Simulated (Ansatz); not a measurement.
Mulliken charges of `N=C1OB1[SiH3]` from ωB97M-V/def2-TZVPP in Ansatz (PBE0-D4/def2-TZVP geometry).

```csv
atom,x (Å),y (Å),z (Å),charge (e)
N1,2.380,1.380,-0.799,-0.184
C2,1.412,0.643,-0.553,0.256
O3,1.192,-0.682,-1.036,-0.206
B4,0.220,-0.191,-0.216,0.003
Si5,-1.526,-0.775,0.574,0.018
H6,2.277,2.272,-0.322,0.141
H7,-2.579,0.176,0.133,-0.010
H8,-1.877,-2.152,0.147,-0.008
H9,-1.411,-0.717,2.055,-0.010
```

By hand: the dipole of these point charges (1 e Å = 4.8032 D).

Σ q r = (0.027, 0.380, 0.160) e Å, of length 0.413 e Å = 1.98 D.

How does the dipole of the full density compare? (Best estimate.)

Ansatz gave: (-0.528, 0.105, 0.369) e Å, 3.13 D; the point charges give 0.63 times that, at 72° from its direction.

Point charges leave out the atoms' own dipoles, such as those of lone pairs, and Mulliken's split depends on the basis, so the two needn't agree.
